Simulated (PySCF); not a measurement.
Ligands exchanged one at a time, B H-SiH3. All species are isolated molecules in the gas phase. Strings in code marks are SMILES.

The four lowest singlet excitations (Tamm–Dancoff). The numbers are results of TPSSh-D3(BJ)/def2-TZVP // B3LYP-D3(BJ)/def2-TZVP run with PySCF, not measurements. Excitations are Tamm–Dancoff values on a coarser integration grid. The basis has no diffuse functions, so Rydberg states are missing or too high.

| state | energy (eV) | wavelength (nm) | oscillator strength |
|---|---|---|---|
| S1 | 3.62 | 343 | 0.000 |
| S2 | 4.46 | 278 | 0.004 |
| S3 | 5.41 | 229 | 0.000 |
| S4 | 5.77 | 215 | 0.133 |

Task: Name which member gives these states.
A. `[SiH3]B[SiH3]`
B. `B[SiH3]`
C. `[SiH3]B([SiH3])[SiH3]`

Result: A, `[SiH3]B[SiH3]`
